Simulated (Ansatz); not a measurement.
Species: CuI, charge 0, multiplicity 1. SMILES: [Cu][I]
Coordinates optimised at B3LYP-D3(BJ)/def2-TZVP (Ansatz, a quantum-chemistry and plane-wave program):
```xyz
2

Cu     0.0000     0.0000    -1.5484
I      0.0000     0.0000     0.8472
```
Charge 0, spin multiplicity 1.

Property: atomisation energy (electronic, to ground-state atoms), in eV. Valence correlation only, unless marked. Open shells are spin-unrestricted. No spin-orbit coupling. Frozen are the shells of the preceding noble gas and the d and f shells that filled before the atom's block. In def2 rows, elements after Kr have scalar-relativistic effective core potentials. The coupled-cluster limit lacks core correlation, which all-electron functionals hold. CBS(X,Y): correlation extrapolated as X^-3; Hartree-Fock from the larger set.

The T1 diagnostic of CCSD in the largest basis is 0.026, which is high, so the coupled-cluster rows are less sure than usual.

```csv
level,program,atomisation energy (eV)
PBE/def2-TZVPD,Ansatz,3.04
revPBE-D3(BJ)/def2-TZVPD,Ansatz + dftd3,2.90
revPBE-D4/def2-TZVPD,Ansatz + dftd4,2.91
PBE0-D4/def2-TZVPD,Ansatz + dftd4,3.01
BHLYP/def2-TZVPD,Ansatz,2.74
HSE06/def2-TZVPD,Ansatz,(withheld)
CAM-B3LYP/def2-TZVPD,Ansatz,(withheld)
LC-wPBE/def2-TZVPD,Ansatz,(withheld)
B2PLYP-D3(BJ)/def2-TZVPD,Ansatz + dftd3,2.95
RPA@PBE/def2-TZVPP,Ansatz,(withheld)
RPA@PBE/def2-QZVPP,Ansatz,2.55
SCS-MP2/def2-TZVPPD,Ansatz,2.95
SCS-MP2/def2-QZVPP,Ansatz,3.06
CCSD/def2-QZVPP,Ansatz,2.93
"CCSD(T)/CBS(def2-TZVPPD,def2-QZVPPD)",Ansatz,3.09
```

Task: Fill in the missing entries.

Result: 
- HSE06/def2-TZVPD, atomisation energy (eV): 2.98
- CAM-B3LYP/def2-TZVPD, atomisation energy (eV): 2.85
- LC-wPBE/def2-TZVPD, atomisation energy (eV): 2.96
- RPA@PBE/def2-TZVPP, atomisation energy (eV): 2.44
